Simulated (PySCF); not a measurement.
**A computed series MH3(NH3)**

Computed with PySCF 2.14.0, PBE0, def2-SVP on the ligands, density fitting, scalar-relativistic core potentials, no spin-orbit coupling, vacuum. Each member is relaxed from one template within its symmetry. Distances are means of the shortest metal–ligand contacts, charges and spins Mulliken's; removal energies are rigid, with the ligand's formal charge and no counterpoise, so too large; for an anion taken off a cation in vacuum most of it is the attraction of opposite charges, and multiply charged cations can part far more cheaply with an electron moved from ligand to metal. lcecp potentials hold a fixed number of 4f electrons in the core, out of states, spins and gaps.

```csv
metal,basis on the metal,point group,M–H (Å),M–NH3 (Å),charge on M (e),dipole (D),removal of one H (eV),"strongest infrared band, degenerate modes summed (cm⁻¹)",unstable modes (below −25 cm⁻¹)
Tb,lcecp-1-SVP with ECP54,C3v,2.045,2.503,0.61,5.62,8.94,1376,0
```

Task: Order these by the M–H distance, lowest first.
A. La, lcecp-1-SVP with ECP46
B. Lu, lcecp-1-SVP with ECP60
C. Sm, lcecp-1-SVP with ECP51
D. Er, lcecp-1-SVP with ECP57
E. Pr, lcecp-1-SVP with ECP48

Result: B (1.986), D (2.013), C (2.079), E (2.117), A (2.148).

Task: What else do they give?

Result: 
| metal | basis on the metal | point group | M–H (Å) | M–NH3 (Å) | charge on M (e) | dipole (D) | removal of one H (eV) | strongest infrared band, degenerate modes summed (cm⁻¹) | unstable modes (below −25 cm⁻¹) |
| --- | --- | --- | --- | --- | --- | --- | --- | --- | --- |
| La | lcecp-1-SVP with ECP46 | C3v | 2.148 | 2.692 | 0.69 | 6.58 | 8.55 | 1304 | 0 |
| Pr | lcecp-1-SVP with ECP48 | C3v | 2.117 | 2.633 | 0.61 | 6.15 | 8.65 | 1325 | 0 |
| Sm | lcecp-1-SVP with ECP51 | C3v | 2.079 | 2.560 | 0.62 | 5.75 | 8.80 | 1350 | 0 |
| Er | lcecp-1-SVP with ECP57 | C3v | 2.013 | 2.453 | 0.54 | 5.47 | 9.07 | 1402 | 0 |
| Lu | lcecp-1-SVP with ECP60 | C3v | 1.986 | 2.416 | 0.52 | 5.60 | 9.20 | 1426 | 0 |

From La to Lu the M–H distance shrinks by 0.16 Å, the lanthanide contraction, and the energy to remove one H rises by 0.64 eV.

One start shape was tried for each, so a minimum needn't be the lowest isomer.
